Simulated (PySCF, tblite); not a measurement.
**Complex of silicon tetrafluoride and dimethyl ether**

A gas-phase complex of silicon tetrafluoride and dimethyl ether; neutral, singlet. The structure comes from a short search (6 tight-binding starts) and was relaxed by PBE0-D3(BJ)/def2-SVPD; another way of binding may lie lower. No frequency run checks that it is a minimum.

Parts: 1 = silicon tetrafluoride (F[Si](F)(F)F), atoms 1–5; 2 = dimethyl ether (COC), atoms 6–14.

Coordinates in Å:
```
F1      0.980   -0.766   -1.071
Si2    -0.017   -0.958    0.182
F3     -0.196    0.606    0.578
F4     -1.566   -1.293   -0.141
F5      0.585   -1.480    1.584
C6     -0.303   -3.940    0.578
O7      0.230   -2.977   -0.324
C8     -0.016   -3.328   -1.681
H9      0.000   -3.654    1.587
H10     0.111   -4.927    0.330
H11    -1.401   -3.964    0.504
H12     0.397   -4.328   -1.870
H13    -1.098   -3.323   -1.884
H14     0.489   -2.593   -2.311
```

Contacts between parts, classed by geometry: Si2···O7 2.096 Å (short tetrel bond, 180°).

Deforming the relaxed parts to their shape here costs 16.0 kcal/mol, which the interaction energies leave out.

Interaction energies are complex less parts, with the parts frozen as they stand in it; counterpoise-corrected, in kcal/mol (PySCF).

Problem. How strongly do the parts interact, level by level?

Solution. 
```tsv
level	interaction	superposition error removed
wB97M-D3(BJ)/def2-SVPD	-24.02	-3.90
PBE0-D3(BJ)/def2-SVPD	-23.99	-4.01
```

Problem. What holds them together? Decompose the wB97M-D3(BJ)/def2-SVPD energy: frozen parts, their antisymmetrised product, then relaxation.

Solution. electrostatic -53.0, Pauli repulsion +63.7, orbital relaxation -34.9, dispersion correction -3.7 kcal/mol, which sum to the value before the counterpoise correction; the Pauli term holds the exchange-correlation of the frozen density too. Of the attraction, 58 % is electrostatic, 38 % is orbital relaxation, 4 % is dispersion correction.

The parts were also relaxed and run alone, at the levels used for the complex: shieldings by PBE0/pcSseg-1; core levels by delta-SCF with SCAN, pcX-2 on the ionised atom and pcseg-1 elsewhere, spin-free X2C (2p3/2 is the spin-free 2p value less a third of a first-order spin-orbit splitting).

Problem. How do these values change when the complex forms?

Solution. 
| property | alone | in the complex | change |
| --- | --- | --- | --- |
| F3–Si2 bond (Å) | 1.591 | 1.623 | +0.032 |
| shielding of Si2 (ppm) | 454.7 | 477.9 | +23.2 |
| shielding of O7 (ppm) | 333.9 | 294.4 | -39.5 |
| shielding of F3 (ppm) | 336.9 | 325.4 | -11.5 |
| F1 1s core level (eV) | 694.46 | 692.99 | -1.47 |
| Si2 2p3/2 core level (eV) | 112.06 | 110.55 | -1.51 |
| O7 1s core level (eV) | 538.54 | 540.44 | +1.90 |
